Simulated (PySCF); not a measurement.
Species: C6H7FOSi.
Bonds: F1–C2, C2–C3 (aromatic), C3–C4 (aromatic), C4–C5 (aromatic), C5–C6 (aromatic), C6–O7, O7–Si8, C6–C9 (aromatic), C2–C9 (aromatic). Hydrogens: H10 on C3; H11 on C4; H12 on C5; H13, H14, H15 on Si8; H16 on C9.

Level of theory: TDDFT B3LYP/def2-SVPD, vertical, gas phase, core orbitals frozen in the response (PySCF). The structure is a single GFN2-xTB conformer in the gas phase; no vibrational or solvent corrections. Torsions of this conformer, `[F:1][c:2]1[cH:3][cH:4][cH:5][c:6]([O:7][SiH3:8])[cH:9]1`: C5–C6–O7–Si8 180°.

Each state is given a Gaussian of 0.25 eV full width at half maximum, with ε(max) = 2.175×10⁸ f / Δν̃ (Δν̃ the width in cm⁻¹). The cross-section is σ = 3.8235×10⁻²¹ ε cm², given in Mb (10⁻¹⁸ cm²). The width is an assumption, not a result. The curve ends short of the highest state used, and states not computed would add to its high-energy end.

```json
{"λ (nm)": "200.7", "σ (Mb)": "1.08"}
{"λ (nm)": "201.7", "σ (Mb)": "1.74"}
{"λ (nm)": "202.8", "σ (Mb)": "3.29"}
{"λ (nm)": "203.8", "σ (Mb)": "5.76"}
{"λ (nm)": "204.9", "σ (Mb)": "9.86"}
{"λ (nm)": "205.9", "σ (Mb)": "14.85"}
{"λ (nm)": "206.9", "σ (Mb)": "20.69"}
{"λ (nm)": "208.0", "σ (Mb)": "27.26"}
{"λ (nm)": "209.0", "σ (Mb)": "32.38"}
{"λ (nm)": "210.0", "σ (Mb)": "35.77"}
{"λ (nm)": "211.1", "σ (Mb)": "36.79"}
{"λ (nm)": "212.1", "σ (Mb)": "35.12"}
{"λ (nm)": "213.2", "σ (Mb)": "30.92"}
{"λ (nm)": "214.2", "σ (Mb)": "25.74"}
{"λ (nm)": "215.2", "σ (Mb)": "20.14"}
{"λ (nm)": "216.3", "σ (Mb)": "14.34"}
{"λ (nm)": "217.3", "σ (Mb)": "9.91"}
{"λ (nm)": "218.3", "σ (Mb)": "6.48"}
{"λ (nm)": "219.4", "σ (Mb)": "3.82"}
{"λ (nm)": "220.4", "σ (Mb)": "2.24"}
{"λ (nm)": "221.4", "σ (Mb)": "1.26"}
{"λ (nm)": "222.5", "σ (Mb)": "0.64"}
{"λ (nm)": "223.5", "σ (Mb)": "0.35"}
{"λ (nm)": "224.6", "σ (Mb)": "0.21"}
{"λ (nm)": "225.6", "σ (Mb)": "0.20"}
{"λ (nm)": "226.6", "σ (Mb)": "0.28"}
{"λ (nm)": "227.7", "σ (Mb)": "0.49"}
{"λ (nm)": "228.7", "σ (Mb)": "0.81"}
{"λ (nm)": "229.7", "σ (Mb)": "1.29"}
{"λ (nm)": "230.8", "σ (Mb)": "2.03"}
{"λ (nm)": "231.8", "σ (Mb)": "2.91"}
{"λ (nm)": "232.9", "σ (Mb)": "4.07"}
{"λ (nm)": "233.9", "σ (Mb)": "5.26"}
{"λ (nm)": "234.9", "σ (Mb)": "6.48"}
{"λ (nm)": "236.0", "σ (Mb)": "7.73"}
{"λ (nm)": "237.0", "σ (Mb)": "8.64"}
{"λ (nm)": "238.0", "σ (Mb)": "9.25"}
{"λ (nm)": "239.1", "σ (Mb)": "9.49"}
{"λ (nm)": "240.1", "σ (Mb)": "9.30"}
{"λ (nm)": "241.1", "σ (Mb)": "8.75"}
{"λ (nm)": "242.2", "σ (Mb)": "7.81"}
{"λ (nm)": "243.2", "σ (Mb)": "6.77"}
{"λ (nm)": "244.3", "σ (Mb)": "5.53"}
{"λ (nm)": "245.3", "σ (Mb)": "4.43"}
{"λ (nm)": "246.3", "σ (Mb)": "3.43"}
{"λ (nm)": "247.4", "σ (Mb)": "2.48"}
{"λ (nm)": "248.4", "σ (Mb)": "1.79"}
{"λ (nm)": "249.4", "σ (Mb)": "1.24"}
{"λ (nm)": "250.5", "σ (Mb)": "0.80"}
{"λ (nm)": "251.5", "σ (Mb)": "0.52"}
{"λ (nm)": "252.6", "σ (Mb)": "0.32"}
{"λ (nm)": "253.6", "σ (Mb)": "0.19"}
{"λ (nm)": "254.6", "σ (Mb)": "0.11"}
{"λ (nm)": "255.7", "σ (Mb)": "0.06"}
{"λ (nm)": "256.7", "σ (Mb)": "0.03"}
{"λ (nm)": "257.7", "σ (Mb)": "0.02"}
```

(1) Locate the maxima and give the states behind the curve.

(2) On this curve, what absorbance would a 10⁻⁵ mol/L sample give at 248 nm over a 1 cm path?

(3) Coming from long wavelengths, where does ε first pass 100 L mol⁻¹ cm⁻¹?

Answers

(1) 239 nm (5.19 eV), ε about 2500, made up of S1 (100%); 211 nm (5.88 eV), ε about 9600, made up of S3 (100%) (ε in L mol⁻¹ cm⁻¹; maxima over ε = 5, shares over 10%). The states used: S1 5.19 eV (f 0.023); S2 5.72 eV (f 0.0003); S3 5.88 eV (f 0.089); S4 6.34 eV (f 0.0029); S5 6.42 eV (f 0.0005); S6 6.62 eV (f 0.0030); S7 6.69 eV (f 0.410); S8 6.78 eV (f 0.0014).

(2) 248 nm is 4.999 eV, where ε is about 530 L mol⁻¹ cm⁻¹, so A = ε c l ≈ 0.0053 (Beer–Lambert, with the gas-phase spectrum and the assumed width).

(3) At about 252 nm (4.92 eV), 0.27 eV below S1.
